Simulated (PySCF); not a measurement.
C4H5FO. Atoms are numbered in the order given.

```xyz
11

O      2.5499    -0.2088    -0.2214
C      1.4914    -0.2019     0.3548
C      0.2214     0.3138    -0.2107
C     -0.8048     0.9718     0.7193
C     -1.0784    -0.3665     0.1577
F     -2.0111    -0.4834    -0.8235
H      1.3991    -0.6025     1.4032
H      0.2894     0.7004    -1.2312
H     -1.3559     1.8149     0.2966
H     -0.5596     1.0547     1.7824
H     -1.0498    -1.2500     0.8057
```

Geometry optimised at B3LYP-D3(BJ)/def2-SVP. The values are those of a single conformer.

Computed with PBE/pcSseg-1 (PySCF).

GIAO shieldings, no solvent; atoms listed in one row are averaged. δ = σ(ref) − σ: ¹⁷O against H2O (σ = 334.3 ppm); ¹³C against TMS (σ = 182.0 ppm); ¹⁹F against CFCl3 (σ = 133.6 ppm); ¹H against TMS (σ = 31.49 ppm), references at their B3LYP-D3(BJ)/def2-TZVP geometries, non-relativistic.

```
nucleus  atoms  count  δ (ppm)
-------  -----  -----  -------
¹⁷O         O1      1    686.2
¹³C         C2      1    199.0
¹³C         C5      1     80.5
¹³C         C3      1     37.7
¹³C         C4      1     17.1
¹⁹F         F6      1   -249.2
¹H          H7      1     9.18
¹H         H11      1     5.01
¹H          H8      1     2.17
¹H          H9      1     1.82
¹H         H10      1     1.57
```
